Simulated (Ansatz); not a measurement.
Geometry optimisation, Ansatz 0.2.0, RKS PBE-D4/def2-SVP.

Input:

```yaml
crystal:
  periodic: [false, false, false]
  atoms:
    - { symbol: Si, position_ang: [0.204142, 0.0, -0.056423] }
    - { symbol: Cl, position_ang: [0.389394, 0.0, 2.04298] }
    - { symbol: Cl, position_ang: [2.148469, 0.0, -0.739879] }
    - { symbol: Cl, position_ang: [-0.682202, 1.714988, -0.73856] }
    - { symbol: Cl, position_ang: [-0.682202, -1.714988, -0.73856] }
    - { symbol: Br, position_ang: [-3.108098, 0.0, 1.155769] }
    - { symbol: H, position_ang: [-2.159904, 0.0, 2.323973] }
basis:
  gaussian: { orbitals: def2-SVP }
hamiltonian:
  xc: pbe
  dispersion: d4
relax:
  f_tol: 0.03
  max_steps: 50
```

Command:

```bash
$ ansatz run input.yaml --threads 4 --pin off --max-ram 5120MiB --backend cpu --events-out ev --progress --plain --runs-dir out
```

Question: Where does it end, and by what steps?

Answer: The run converged. After 8 steps the energy has fallen by 0.199 eV; Br6 moved furthest, 0.57 Å.

| step | energy less start (eV) | largest force component (eV/Å) | accepted |
| --- | --- | --- | --- |
| 0 | 0.0000 | 1.236 | yes |
| 1 | -0.1467 | 0.372 | yes |
| 2 | -0.1776 | 0.164 | yes |
| 3 | -0.1831 | 0.100 | yes |
| 4 | -0.1867 | 0.174 | yes |
| 5 | -0.1906 | 0.158 | yes |
| 6 | -0.1941 | 0.220 | yes |
| 7 | -0.1972 | 0.166 | yes |
| 8 | -0.1993 | 0.011 | yes |

```xyz
7
Properties=species:S:1:pos:R:3
Si 0.354 0.000 -0.099
Cl 0.363 0.000 1.970
Cl 2.296 0.000 -0.754
Cl -0.605 1.680 -0.763
Cl -0.605 -1.680 -0.763
Br -3.514 0.000 1.559
H -2.180 0.000 2.099
```

Whether the end is a true minimum wasn't checked by a vibrational analysis.

The run took 7.9 s on 4 threads of Intel(R) Xeon(R) 6975P-C (Granite Rapids), with other jobs on the host, peak memory 0.22 GiB.
